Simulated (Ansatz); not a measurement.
System: Ti, charge 2, triplet.

Total energies in cc-pwCVTZ-DK, 10 correlated electrons, 5 frozen orbitals. Radicals and triplets start from unrestricted determinants; spin-orbit coupling is neglected. The -DK rows use spin-free X2C, correlate 3s3p of the metal (1s2s2p frozen) and give its partners the cc-pVXZ-DK valence sets. Open-shell metal atoms are single determinants, not pure terms.

```csv
method,program,energy (Eh),minus CCSDT(Q) (mEh)
HF,Ansatz,-852.07087,347.47
MP2,Ansatz,-852.38935,28.99
CCSD,Ansatz,-852.41017,8.16
CCSD(T),Ansatz,-852.41786,0.48
CCSDT(Q),Ansatz,-852.41834,0.00
```

Ansatz is a quantum-chemistry and plane-wave program.
